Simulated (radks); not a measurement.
The numbers below are computed, except where a source is named.
Q: Excited configurations of Tl+: one electron is placed in a higher orbital outside [Xe] 4f14 5d10 6s1. The ground configuration is [Hg]. Level of theory: scalar-relativistic Kohn-Sham, SCAN, spin-unpolarised, spherical densities, finite nucleus; meta-GGA in the generalised Kohn-Sham scheme; Fermi nuclear charge, rms radius 5.4759 fm (a radial shooting solver on a logarithmic mesh with Libxc functionals). Excitation = E - E(ground); binding = E(ion) - E, where the ion is the core of charge +2; n* = 2/sqrt(2 binding) in atomic units, and the quantum defect is n - n*.

| outer orbital | excitation (eV) | binding (eV) | n* | quantum defect | eigenvalue (eV) | <r> (bohr) |
|---|---|---|---|---|---|---|
| 5f | 17.739 | 3.378 | 4.014 | 0.986 | -2.358 | 8.763 |
| 6p | 8.818 | 12.299 | 2.104 | 3.896 | -9.062 | 3.135 |
| 6d | 15.473 | 5.644 | 3.105 | 2.895 | -4.033 | 5.754 |
| 6f | 18.856 | 2.261 | 4.906 | 1.094 | -1.700 | 15.05 |

Estimate the row for 7f.

A: excitation (eV) 19.510; binding (eV) 1.607; n* 5.820; quantum defect 1.180; eigenvalue (eV) -1.245; <r> (bohr) 22.82. The Delta-SCF ionisation energy is 21.117 eV (NIST Atomic Spectra Database: 20.428 eV, measured). Self-interaction in the functional shifts the binding energies and quantum defects, so they are the method's values and not measured ones. Spin polarisation and multiplet splitting are left out, so open shells lie too high by an amount that depends on their filling.

Beside tabulated values, note that spin-unpolarised runs miss the spin-polarisation part of the exchange energy of open shells, and scalar-relativistic runs lack spin-orbit coupling.
